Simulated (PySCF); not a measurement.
## Ionisation energy of Xe²⁺ by level of theory

Xe²⁺ [Kr] 4d10 5s2 5p4 (3P) → Xe³⁺ [Kr] 4d10 5s2 5p3 (4S), as a difference of total energies. Computed with PySCF 2.14 in aug-cc-pVQZ-PP with one added diffuse shell each of s, p, d, f, g type with ECP28MDF (8s8p6d4f3g, 117 functions), with scalar relativity through the core potential. Correlated levels: valence: 4s2 4p6 4d10 frozen. The calculations carry no spin-orbit coupling.

| method | ionisation energy (eV) |
| --- | --- |
| UHF | 29.370 |
| LDA | 30.820 |
| PBE | 30.478 |
| PBE0 | 30.501 |
| r2SCAN | 30.523 |
| TPSSh | 30.487 |
| B2PLYP | 30.448 |
| CAM-B3LYP | 30.706 |
| MP2 (valence) | 30.137 |
| SCS-MP2 (valence) | 30.229 |

How much does correlation contribute at MP2 (valence)?

30.137 − (29.370) = 0.767 eV, measured against UHF.

The reference lies between the lowest fine-structure levels, while these numbers refer to the centres of the terms.

Errors of the correlated levels include the incompleteness of this basis and the frozen core.

For comparison: 31.05 ± 0.04 eV (semi-empirical (NIST evaluation); NIST Atomic Spectra Database, ionization energies).
